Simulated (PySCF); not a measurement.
Excitation energy of Br by level of theory

Br [Ar] 3d10 4s2 4p5 (2P) → Br [Ar] 3d10 4s1 4p6 (2S), as a difference of total energies. Computed with PySCF 2.14 in x2c-TZVPPall with one added diffuse shell each of s, p, d type (7s6p5d1f, 57 functions), with scalar relativity by spin-free X2C-1e. Correlated levels: valence and next inner shell: [Ne] frozen. The calculations carry no spin-orbit coupling.

| method | excitation energy (cm⁻¹) |
| --- | --- |
| UHF | 121860 |
| MP2 (valence and next inner shell) | 105660 |
| SCS-MP2 (valence and next inner shell) | 103670 |
| CCSD (valence and next inner shell) | 94079 |
| CCSD(T) (valence and next inner shell) | 83009 |

A first-order spin-orbit estimate (lowest level to lowest level, LS coupling) adds 0.148 eV.

The upper state lies above the first ionisation limit, where it may autoionise and the basis confines it.

The coupled-cluster amplitudes are large for the upper state (T1 above 0.03 or a double amplitude above 0.15), so a single reference is strained.
